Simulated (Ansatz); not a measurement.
Input file for Ansatz (a first-principles code): R-MP2/aug-cc-pVTZ on BeH2 (SMILES [BeH2]), atoms moved off the minimum.

Ansatz 0.2 input:
```yaml
crystal:
  periodic: [false, false, false]
  atoms:
    - {symbol: Be, position_ang: [-0.01808733, 0.03968439, -0.02952440]}
    - {symbol: H, position_ang: [0.13766820, -0.10130215, 1.47846144]}
    - {symbol: H, position_ang: [-0.17209817, 0.00786510, -1.31525229]}
basis:
  gaussian:
    orbitals: aug-cc-pVTZ
magnetization: {spin_polarized: false}
correlation: {method: mp2, electrons: outside_noble_gas}
scf: {lower_state_search: off}
output: {forces: true}
```

The log:

```
WARN ansatz: RAYON_NUM_THREADS=1 ignored (pool sized by the plan → 1); use --threads N
Functional definition: HF
these checks for a lower state are left out or cut short: starts, cluster_reference, orbital_swaps, neighbouring_geometries, increment
integrals: 0.03 GiB planned
527 factors; integrals over basis functions are off by at most 1.4e-3 eV
mean field: 0.09 GiB planned
mean field evaluation 1: about -428.4316 eV, gradient 8.3e0 eV
mean field evaluation 2: about -428.4314 eV, gradient 8.3e0 eV
mean field evaluation 4: about -428.9285 eV, gradient 1.8e-1 eV
mean field evaluation 8: about -428.9287 eV, gradient 3.8e-4 eV
mean field -428.92870929 eV, -15.7628393279 hartree, gradient 3.3e-6 eV, S^2 0.000000; 0 other end points of the search recorded, 0 dependent functions left out
1 core orbitals not correlated
reference -428.92870929 eV, -15.7628393279 hartree; 2, 2 occupied and 89, 89 virtual orbitals, 527 factors
densities: 0.11 GiB planned
second order -1.67825492 eV of doubles, -0.00000000 eV of singles
the calculation of the forces begins
Total energy: -430.60696420 eV, -15.8245140586 hartree
Atom 0 at    -0.018087     0.039684    -0.029524 Å, force     0.245611    -0.400435     2.591573 eV/Å
Atom 1 at     0.137668    -0.101302     1.478461 Å, force    -0.195673     0.293277    -2.033773 eV/Å
Atom 2 at    -0.172098     0.007865    -1.315252 Å, force    -0.049939     0.107157    -0.557800 eV/Å
Dipole moment:    -0.000046     0.065041    -0.078402 e Å
Checks for a lower state left out: starts, cluster_reference, orbital_swaps, neighbouring_geometries, increment
```

Self-consistency was reached.

Cost: very roughly 0.9 core-seconds.
